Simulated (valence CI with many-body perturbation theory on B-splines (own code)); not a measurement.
**E1 line list for Pb69+**

Calculated by valence CI with perturbative core correlation (CI+MBPT): three valence electrons over a frozen Dirac-Fock core [Ne], radial functions for each j: 11 s, 11 p, 9 d, 7 f, 5 g, 2 h, 1 i, with the one-electron correlation potential Σ1 (screened to all orders), the two-electron term Σ2, the three-electron term Σ3, Breit, model QED; selected single and double excitations, second order for the rest (own B-spline code, finite nucleus).

No measured spectrum was set against this ion. As an estimate, large intervals hold to a few tenths of a per cent, small ones and those within an open d or f shell to about a per cent.

Lines 51 to 100 of 248 in falling wavelength, among levels below 2088.7 eV, chosen from the strongest by gf and those to the six lowest levels. Wavelengths and rates use the calculated energies. Electric multipoles are in the length gauge, E1 and E2 with the static RPA response of the core. Weak lines are less certain than strong ones. Lines between different terms over intervals too small for the method are left out, as are lines whose strength nearly cancels. The highest levels of a list are the least certain.

Levels are named by their leading jj configuration (3d3/2^4 stands for four electrons in 3d with j = 3/2), which in mixed levels can hold well under half, so a name can repeat and another be missing. Letters in brackets count levels of one name in rising energy.

| λ vac (Å) | Upper | Lower | A (s⁻¹) | S (a.u.) |
| --- | --- | --- | --- | --- |
| 34.16 | (3s 3d3/2 3d5/2) J=5/2 [b] | (3s 3p3/2 3d3/2) J=5/2 [b] | 1.10e+11 | 1.30e-02 |
| 34.15 | (3s 3d3/2 3d5/2) J=7/2 [b] | (3s 3p3/2 3d3/2) J=5/2 [b] | 3.43e+11 | 5.40e-02 |
| 33.57 | (3p1/2 3p3/2 3d5/2) J=3/2 [a] | (3p1/2 3p3/2^2) J=3/2 | 1.98e+11 | 1.48e-02 |
| 33.51 | (3s 3p1/2 3d5/2) J=3/2 | (3s 3p1/2 3p3/2) J=1/2 | 3.26e+11 | 2.42e-02 |
| 33.36 | (3s 3p1/2 3d5/2) J=5/2 [a] | (3s 3p1/2 3p3/2) J=5/2 | 1.38e+10 | 1.52e-03 |
| 33.24 | (3s 3d3/2 3d5/2) J=1/2 | (3s 3p3/2 3d3/2) J=1/2 [b] | 3.74e+11 | 1.36e-02 |
| 32.98 | (3s 3d3/2 3d5/2) J=5/2 [b] | (3s 3p3/2 3d3/2) J=3/2 [b] | 2.37e+11 | 2.52e-02 |
| 32.81 | (3s 3p1/2 3d5/2) J=5/2 [b] | (3s 3p1/2 3p3/2) J=3/2 [b] | 2.62e+11 | 2.73e-02 |
| 32.58 | (3s 3p3/2 3d5/2) J=1/2 | (3s 3p3/2^2) J=1/2 | 5.47e+11 | 1.87e-02 |
| 32.57 | (3p1/2 3p3/2 3d5/2) J=5/2 [a] | (3p1/2 3p3/2^2) J=5/2 | 2.11e+11 | 2.16e-02 |
| 32.50 | (3p1/2^2 3d5/2) J=5/2 | (3s 3p1/2 3d3/2) J=3/2 [b] | 1.52e+11 | 1.54e-02 |
| 32.45 | (3p1/2 3p3/2 3d5/2) J=1/2 | (3p1/2 3p3/2^2) J=1/2 | 4.34e+11 | 1.47e-02 |
| 32.44 | (3s 3p3/2 3d5/2) J=5/2 [a] | (3s 3p3/2^2) J=5/2 | 3.47e+11 | 3.51e-02 |
| 32.41 | (3s 3p1/2 3d5/2) J=3/2 | (3s 3p1/2 3p3/2) J=3/2 [b] | 9.78e+10 | 6.57e-03 |
| 32.38 | (3s 3d3/2 3d5/2) J=3/2 [b] | (3s 3p3/2 3d3/2) J=3/2 [b] | 2.40e+11 | 1.61e-02 |
| 32.25 | (3s 3d3/2 3d5/2) J=7/2 [a] | (3s 3p3/2 3d3/2) J=5/2 [a] | 4.15e+11 | 5.50e-02 |
| 32.06 | (3p1/2 3p3/2 3d5/2) J=3/2 [b] | (3p1/2 3p3/2^2) J=1/2 | 2.90e+11 | 1.89e-02 |
| 31.97 | (3s 3p3/2 3d5/2) J=5/2 [b] | (3s 3p3/2^2) J=3/2 | 7.95e+11 | 7.69e-02 |
| 31.91 | (3s^2 3d5/2) J=5/2 | (3s^2 3p3/2) J=3/2 | 4.72e+11 | 4.54e-02 |
| 31.88 | (3s 3p1/2 3d5/2) J=7/2 | (3s 3p1/2 3p3/2) J=5/2 | 3.32e+11 | 4.24e-02 |
| 31.84 | (3p1/2 3p3/2 3d5/2) J=5/2 [b] | (3p1/2 3p3/2^2) J=3/2 | 7.03e+11 | 6.72e-02 |
| 31.74 | (3s 3d3/2 3d5/2) J=5/2 [a] | (3s 3p3/2 3d3/2) J=3/2 [a] | 3.83e+11 | 3.62e-02 |
| 31.68 | (3s 3p3/2 3d5/2) J=7/2 [a] | (3s 3p3/2^2) J=5/2 | 5.04e+11 | 6.32e-02 |
| 31.56 | (3s 3p1/2 3d5/2) J=5/2 [a] | (3s 3p1/2 3p3/2) J=3/2 [a] | 4.32e+11 | 4.02e-02 |
| 31.50 | (3s 3p3/2 3d5/2) J=3/2 [b] | (3s 3p3/2^2) J=1/2 | 3.87e+11 | 2.39e-02 |
| 31.50 | (3p1/2 3p3/2 3d5/2) J=7/2 [b] | (3p1/2 3p3/2^2) J=5/2 | 5.53e+11 | 6.82e-02 |
| 31.33 | (3s 3d3/2 3d5/2) J=3/2 [a] | (3s 3p3/2 3d3/2) J=1/2 [a] | 3.40e+11 | 2.06e-02 |
| 31.26 | (3p1/2^2 3d5/2) J=5/2 | (3s 3p1/2 3d3/2) J=3/2 [a] | 1.44e+11 | 1.30e-02 |
| 31.20 | (3s^2 3p3/2) J=3/2 | (3s 3p1/2^2) J=1/2 | 1.32e+09 | 7.89e-05 |
| 31.14 | (3s 3d3/2 3d5/2) J=3/2 [a] | (3s 3p3/2 3d3/2) J=3/2 [a] | 1.13e+11 | 6.76e-03 |
| 30.98 | (3s 3p1/2 3d5/2) J=5/2 [b] | (3s 3p1/2 3p3/2) J=5/2 | 1.03e+11 | 9.11e-03 |
| 30.89 | (3s 3d3/2 3d5/2) J=9/2 | (3s 3p3/2 3d3/2) J=7/2 | 5.03e+11 | 7.33e-02 |
| 30.62 | (3s 3p1/2 3d5/2) J=3/2 | (3s 3p1/2 3p3/2) J=5/2 | 2.19e+10 | 1.24e-03 |
| 30.28 | (3s 3d3/2 3d5/2) J=7/2 [b] | (3s 3p3/2 3d3/2) J=7/2 | 9.23e+10 | 1.01e-02 |
| 30.21 | (3s 3d3/2 3d5/2) J=5/2 [b] | (3s 3p3/2 3d3/2) J=5/2 [a] | 1.06e+11 | 8.68e-03 |
| 29.93 | (3s 3p3/2 3d5/2) J=7/2 [b] | (3s 3p3/2^2) J=5/2 | 3.15e+11 | 3.33e-02 |
| 29.42 | (3s 3p1/2 3d5/2) J=5/2 [b] | (3s 3p1/2 3p3/2) J=3/2 [a] | 6.09e+09 | 4.59e-04 |
| 29.10 | (3s 3p1/2 3d5/2) J=3/2 | (3s 3p1/2 3p3/2) J=3/2 [a] | 6.17e+10 | 3.00e-03 |
| 19.24 | (3p1/2^2 3d3/2) J=3/2 | (3s^2 3p3/2) J=3/2 | 9.44e+08 | 1.33e-05 |
| 16.33 | (3s 3p1/2 3p3/2) J=3/2 [a] | (3s^2 3p1/2) J=1/2 | 3.38e+10 | 2.91e-04 |
| 16.19 | (3s 3p3/2 3d5/2) J=5/2 [a] | (3s^2 3d5/2) J=5/2 | 9.03e+11 | 1.13e-02 |
| 16.18 | (3p1/2 3p3/2 3d5/2) J=7/2 [a] | (3s 3p1/2 3d5/2) J=5/2 [b] | 2.83e+11 | 4.73e-03 |
| 16.06 | (3s 3p3/2^2) J=5/2 | (3s^2 3p3/2) J=3/2 | 1.65e+12 | 2.03e-02 |
| 16.00 | (3p1/2 3p3/2 3d5/2) J=3/2 [a] | (3s 3p1/2 3d5/2) J=3/2 | 2.01e+12 | 1.62e-02 |
| 16.00 | (3s 3p3/2 3d5/2) J=7/2 [a] | (3s^2 3d5/2) J=5/2 | 2.37e+11 | 3.84e-03 |
| 15.98 | (3p1/2 3p3/2^2) J=3/2 | (3s 3p1/2 3p3/2) J=1/2 | 2.84e+12 | 2.29e-02 |
| 15.94 | (3p1/2 3p3/2 3d5/2) J=7/2 [a] | (3s 3p1/2 3d5/2) J=7/2 | 3.00e+11 | 4.80e-03 |
| 15.90 | (3s 3p3/2 3d5/2) J=3/2 [a] | (3s^2 3d5/2) J=5/2 | 5.89e+11 | 4.67e-03 |
| 15.87 | (3p1/2 3p3/2^2) J=5/2 | (3s 3p1/2 3p3/2) J=3/2 [b] | 1.73e+12 | 2.05e-02 |
| 15.82 | (3p1/2 3p3/2 3d5/2) J=5/2 [a] | (3s 3p1/2 3d5/2) J=5/2 [b] | 1.75e+12 | 2.06e-02 |
